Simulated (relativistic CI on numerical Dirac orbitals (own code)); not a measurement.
Transition arrays of Ge XIII

Calculated at this level of theory: Dirac-Coulomb-Breit CI, KLI orbitals optimised for each configuration, model QED (radiative potential, 1s self-energy scaled to tabulated hydrogen-like ionisation energies), valence Slater integrals scaled by 0.9, whole transition arrays (own radial code, finite nucleus).

Configuration list (outside the closed core [Ne] 3s2): 3p⁶3d², 3p⁶3d4f, 3p⁵3d³, 3p⁶3d4p, 3p⁶3d5f. Levels of other configurations are missing.

All E1 lines from the levels of 3p⁶3d²; mean and standard deviation are weighted by gf, and upper levels are sorted by their leading configuration.

```
Upper configuration  Lines    Σgf  Mean (eV)  Mean (nm)  σ (eV)  Strongest line (nm)
            3p⁶3d4f     81   63.1     215.46      5.754    2.30                5.768
             3p⁵3d³    466  101.2     106.73     11.616    6.84               11.192
            3p⁶3d4p     60    3.6     159.21      7.788    2.30                7.843
            3p⁶3d5f     81   23.7     268.79      4.613    2.48                4.637
```

Σgf per state of the lower configuration in bins of 0.2 nm over the central range (centre: value): 4.5: 0.23, 4.7: 0.29, 5.7: 1.25, 5.9: 0.15, 7.7: 0.04, 7.9: 0.04, 10.5: 0.03, 10.7: 0.04, 10.9: 0.37, 11.1: 0.41, 11.3: 0.13, 11.5: 0.41, 11.7: 0.04, 11.9: 0.17, 12.1: 0.19, 12.3: 0.08, 12.5: 0.03, 12.7: 0.23.

(1) How do configuration mixing and the scaling of the Slater integrals move the arrays?

Answers

(1) Slater scale 0.9, no configuration mixing: 3p⁶3d4f 215.2 ± 2.2 eV (Σgf 55.4), 3p⁵3d³ 106.7 ± 6.8 eV (Σgf 106.2), 3p⁶3d4p 159.2 ± 2.1 eV (Σgf 4.9), 3p⁶3d5f 268.7 ± 2.4 eV (Σgf 18.4); Slater scale 1: 3p⁶3d4f 215.6 ± 2.6 eV (Σgf 64.2), 3p⁵3d³ 108.9 ± 7.5 eV (Σgf 102.5), 3p⁶3d4p 159.2 ± 2.6 eV (Σgf 3.4), 3p⁶3d5f 268.9 ± 2.7 eV (Σgf 24.2); Slater scale 0.8: 3p⁶3d4f 215.3 ± 2.0 eV (Σgf 62.0), 3p⁵3d³ 104.6 ± 6.2 eV (Σgf 99.8), 3p⁶3d4p 159.2 ± 2.0 eV (Σgf 3.7), 3p⁶3d5f 268.7 ± 2.2 eV (Σgf 23.2). With mixing, levels are counted to their leading configuration, so an array can shrink or vanish into another, and the sums then hold other lines.
